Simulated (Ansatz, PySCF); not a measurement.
Reaction (SMILES): F[SiH2][SiH3] → F[SiH2][SiH2] + H atom (the H-Si bond at the site shown breaks; other sites are not compared here)
Structures are relaxed separately at B3LYP-D3(BJ)/def2-TZVP in Ansatz (a quantum-chemistry and plane-wave program), one conformer each, not searched for the lowest.
Geometry of the first species:
```
Si
F 1 1.6136
H 1 1.4817 2 107.62
H 1 1.4817 3 108.93 2 -116.40
Si 1 2.3467 3 111.48 4 -123.43
H 5 1.4821 1 110.61 3 -179.60
H 5 1.4821 6 109.25 1 -121.98
H 5 1.4841 6 108.99 7 -119.00
```

Quantity: bond dissociation energy (enthalpy at 298 K, with B3LYP-D3(BJ) rigid-rotor harmonic-oscillator terms from PySCF), in kJ/mol. Cores are frozen in the correlated levels unless marked. Open shells are spin-unrestricted. Spin-orbit coupling is left out. Non-relativistic. Basis-set limits of correlation are two-point, X^-3; Hartree-Fock from the larger set.

CCSD(T)/CBS(aug-cc-pV(T+d)Z,aug-cc-pV(Q+d)Z) (Ansatz) gives 371.1 kJ/mol.

Question: Another calculation gave 350.7 kJ/mol. Which level was it?
A) SVWN5/def2-TZVPD (Ansatz)
B) B2GP-PLYP/def2-TZVPD (Ansatz)
C) wB97X-V/def2-TZVPD (Ansatz)
D) PBE0/def2-TZVPD (Ansatz)

Answer: D, PBE0/def2-TZVPD (Ansatz). The others give 386.4 (SVWN5), 372.9 (wB97X-V), 362.1 (B2GP-PLYP) kJ/mol.
